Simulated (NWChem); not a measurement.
All runs are NWChem calculations. System: sulfur tetrafluoride (F₄S), charge 0, spin multiplicity 1, at a geometry optimised with B3LYP/def2-SVP. Level: G0W0@PBE0/def2-TZVPP, RI basis def2-tzvpp-rifit.

Part of the output:

```
             Northwest Computational Chemistry Package (NWChem) 7.3.0
             --------------------------------------------------------

                                NWChem Input Module
                                -------------------

 Scaling coordinates for geometry "geometry" by  1.889725989
 (inverse scale =  0.529177249)

 Turning off AUTOSYM since
 SYMMETRY directive was detected!

                             Geometry "geometry" -> ""
                             -------------------------

 Output coordinates in angstroms (scale by  1.889725989 to convert to a.u.)

  No.       Tag          Charge          X              Y              Z
 ---- ---------------- ---------- -------------- -------------- --------------
    1 F                    9.0000     0.00000000     1.22943700     0.62499700
    2 S                   16.0000     0.00000000     0.00000000    -0.38801400
    3 F                    9.0000     1.66938700     0.00000000    -0.28009500
    4 F                    9.0000    -1.66938700     0.00000000    -0.28009500
    5 F                    9.0000     0.00000000    -1.22943700     0.62499700

 Effective nuclear repulsion energy (a.u.)     292.8326828677

            Nuclear Dipole moment (a.u.)
            ----------------------------
        X                 Y               Z
 ---------------- ---------------- ----------------
     0.0000000000     0.0000000000     0.0000226767

      Symmetry information
      --------------------

 Group name             C2v
 Group number             16
 Group order               4
 No. of unique centers     3

      Symmetry unique atoms

     1    2    3


 Summary of "ao basis" -> "" (spherical)
 ------------------------------------------------------------------------------
       Tag                 Description            Shells   Functions and Types
 ---------------- ------------------------------  ------  ---------------------
 *                         def2-tzvpp                 on all atoms

 new library libraries.bse/

 Summary of "ri basis" -> "" (spherical)
 ------------------------------------------------------------------------------
       Tag                 Description            Shells   Functions and Types
 ---------------- ------------------------------  ------  ---------------------
 *                      def2-tzvpp-rifit              on all atoms

                                 NWChem DFT Module
                                 -----------------

 Summary of "ao basis" -> "ao basis" (spherical)
 ------------------------------------------------------------------------------
       Tag                 Description            Shells   Functions and Types
 ---------------- ------------------------------  ------  ---------------------
 F                         def2-tzvpp               11       31   5s3p2d1f
 S                         def2-tzvpp               14       42   5s5p3d1f

 Summary of "ao basis" -> "ao basis" (spherical)
 ------------------------------------------------------------------------------
       Tag                 Description            Shells   Functions and Types
 ---------------- ------------------------------  ------  ---------------------
 F                         def2-tzvpp               11       31   5s3p2d1f
 S                         def2-tzvpp               14       42   5s5p3d1f

      Symmetry analysis of basis
      --------------------------

        a1         60
        a2         24
        b1         41
        b2         41

            General Information
            -------------------
          SCF calculation type: DFT
          Wavefunction type:  closed shell.
          No. of atoms     :     5
          No. of electrons :    52
           Alpha electrons :    26
            Beta electrons :    26
          Charge           :     0
          Spin multiplicity:     1
          Use of symmetry is: on ; symmetry adaption is: on
          Maximum number of iterations: 100
          This is a Direct SCF calculation.
          AO basis - number of functions:   166
                     number of shells:    58
          Convergence on energy requested:  1.00D-06
          Convergence on density requested:  1.00D-05
[...]
              MO Center=  9.3D-14, -8.2D-14, -6.1D-02, r^2= 3.0D+00
   Bfn.  Coefficient  Atom+Function         Bfn.  Coefficient  Atom+Function
  ----- ------------  ---------------      ----- ------------  ---------------
    81      0.289346  3 F  pz               112     -0.289346  4 F  pz
    84      0.240925  3 F  pz               115     -0.240925  4 F  pz
     6     -0.203370  1 F  px               141     -0.203370  5 F  px
     9     -0.173048  1 F  px               144     -0.173048  5 F  px
    87      0.159553  3 F  pz               118     -0.159553  4 F  pz

 Vector   25  Occ=2.000000D+00  E=-4.369731D-01  Symmetry=a2
              MO Center=  2.2D-13,  8.4D-14, -4.0D-02, r^2= 3.0D+00
   Bfn.  Coefficient  Atom+Function         Bfn.  Coefficient  Atom+Function
  ----- ------------  ---------------      ----- ------------  ---------------
    80      0.310187  3 F  py               111     -0.310187  4 F  py
    83      0.258069  3 F  py               114     -0.258069  4 F  py
     6     -0.205612  1 F  px               141      0.205612  5 F  px
     9     -0.174963  1 F  px               144      0.174963  5 F  px
    86      0.172574  3 F  py               117     -0.172574  4 F  py

 Vector   26  Occ=2.000000D+00  E=-3.699951D-01  Symmetry=a1
              MO Center= -2.2D-15, -7.6D-16, -4.8D-01, r^2= 2.5D+00
   Bfn.  Coefficient  Atom+Function         Bfn.  Coefficient  Atom+Function
  ----- ------------  ---------------      ----- ------------  ---------------
    36      0.454419  2 S  s                 35      0.326830  2 S  s
    48     -0.268137  2 S  pz                34     -0.216707  2 S  s
    79      0.208749  3 F  px               110     -0.208749  4 F  px
    81      0.193692  3 F  pz               112      0.193692  4 F  pz
    82      0.178675  3 F  px               113     -0.178675  4 F  px

 Vector   27  Occ=0.000000D+00  E=-8.931556D-02  Symmetry=b2
              MO Center=  2.3D-15, -1.3D-14, -4.8D-01, r^2= 1.9D+00
   Bfn.  Coefficient  Atom+Function         Bfn.  Coefficient  Atom+Function
  ----- ------------  ---------------      ----- ------------  ---------------
    50      0.620730  2 S  py                47      0.568273  2 S  py
     5     -0.269966  1 F  s                140      0.269966  5 F  s
    44      0.229361  2 S  py                38     -0.177361  2 S  py
     8      0.176248  1 F  pz               143     -0.176248  5 F  pz
    14      0.173888  1 F  pz               149     -0.173888  5 F  pz

 Vector   28  Occ=0.000000D+00  E=-8.694193D-03  Symmetry=a1
              MO Center= -5.6D-16,  7.5D-15,  3.4D-02, r^2= 2.1D+00
   Bfn.  Coefficient  Atom+Function         Bfn.  Coefficient  Atom+Function
  ----- ------------  ---------------      ----- ------------  ---------------
    36      0.845774  2 S  s                 51      0.667122  2 S  pz
    35      0.545357  2 S  s                 48      0.537596  2 S  pz
     5     -0.408720  1 F  s                140     -0.408720  5 F  s
    34     -0.308334  2 S  s                 13      0.293692  1 F  py
   148     -0.293692  5 F  py                 7      0.222422  1 F  py

 Vector   29  Occ=0.000000D+00  E= 5.028088D-02  Symmetry=b1
              MO Center=  5.6D-14, -9.8D-16, -4.9D-01, r^2= 2.4D+00
   Bfn.  Coefficient  Atom+Function         Bfn.  Coefficient  Atom+Function
  ----- ------------  ---------------      ----- ------------  ---------------
    49      1.003515  2 S  px                46      0.676927  2 S  px
    78     -0.534159  3 F  s                109      0.534159  4 F  s
    85      0.329099  3 F  px               116      0.329099  4 F  px
    43      0.265861  2 S  px                79      0.216364  3 F  px
   110      0.216364  4 F  px                37     -0.197287  2 S  px

 center of mass
 --------------
 x =   0.00000000 y =   0.00000000 z =   0.01224444

 moments of inertia (a.u.)
 ------------------
         285.917593463084           0.000000000000           0.000000000000
           0.000000000000         458.966900595862           0.000000000000
           0.000000000000           0.000000000000         583.241365968414

     Multipole analysis of the density
     ---------------------------------

     L   x y z        total         alpha         beta         nuclear
     -   - - -        -----         -----         ----         -------
     0   0 0 0     -0.000000    -26.000000    -26.000000     52.000000

     1   1 0 0      0.000000      0.000000      0.000000      0.000000
     1   0 1 0      0.000000      0.000000      0.000000      0.000000
     1   0 0 1     -0.327291     -0.163657     -0.163657      0.000023

     2   2 0 0    -27.673809   -103.405184   -103.405184    179.136560
     2   1 1 0      0.000000      0.000000      0.000000      0.000000
     2   1 0 1      0.000000      0.000000      0.000000      0.000000
     2   0 2 0    -23.295723    -60.227328    -60.227328     97.158933
     2   0 1 1      0.000000      0.000000      0.000000      0.000000
     2   0 0 2    -22.887188    -30.820578    -30.820578     38.753969

 Task  times  cpu:        8.1s     wall:        8.1s

                                NWChem Input Module
                                -------------------

                                 NWChem GW Module
                                 ----------------

                             ***********************
                             ***        GW       ***
                             ***********************

 Summary of "ri basis" -> "ri basis" (spherical)
 ------------------------------------------------------------------------------
       Tag                 Description            Shells   Functions and Types
 ---------------- ------------------------------  ------  ---------------------
 F                      def2-tzvpp-rifit            22       76   8s6p4d3f1g
 S                      def2-tzvpp-rifit            33      123   11s8p7d5f2g

                 Memory Information
                 ------------------
          Available GA per process is          1699.8 MBs
          Available stack per process is        700.0 MBs
          Available heap per process is           0.0 MBs

          Peak memory in Initialization
              Peak GA per process is                 16.7 MBs
              Peak stack per process is               0.3 MBs
              Peak heap per process is               17.4 MBs
              Memory not in MA per process            0.0 MBs

          Peak memory in CDGW Calculation
              Peak GA per process is                 19.7 MBs
              Peak stack per process is               2.8 MBs
              Peak heap per process is                3.4 MBs
              Memory not in MA per process            0.0 MBs

          Computing 2-center integrals
          Computing Inverse Cholesky factor
          Computing 3-center integrals
          Computing Vxc

          Computing Sigma_x
          Computing W(iw) on the imaginary grid
          Solving quasiparticle equations

                  Alpha Orbitals
          State     Energy (eV)     Error (eV)
          -----------------------------------
@GW        23        -14.846           0.002
@GW        24        -14.625           0.002
@GW        25        -14.395           0.002
@GW        26        -12.559           0.002
@GW        27          0.310           0.002
@GW        28          2.655           0.002

     GW Timing Statistics
   ------------------------
   Init.   :          0.1s
     ERIs  :          1.2s
     Distr.:          0.0s
     Vxc   :          0.8s
   Vmo     :          0.0s
   iW      :          2.8s
   I_n     :          0.0s
   R_n     :          0.3s
   GW total:          5.3s

 Task  times  cpu:        5.3s     wall:        5.3s

 Total times  cpu:       13.4s     wall:       13.4s
```

Task: Write an NWChem input that would produce this output.

Result: This is not unique; one that fits is 
```
start mol
memory heap 200 mb stack 700 mb global 1700 mb
geometry units angstroms nocenter noautoz
  F      0.000000     1.229437     0.624997
  S      0.000000     0.000000    -0.388014
  F      1.669387     0.000000    -0.280095
  F     -1.669387     0.000000    -0.280095
  F      0.000000    -1.229437     0.624997
  symmetry group C2v
end
basis spherical
  * library def2-tzvpp
end
basis "ri basis" bse spherical
  * library def2-tzvpp-rifit
end
dft
  xc pbe0
  iterations 100
  direct
  tolerances tight
end
task dft energy
gw
  method cdgw
  states alpha occ 4 vir 2
end
task dft gw
```
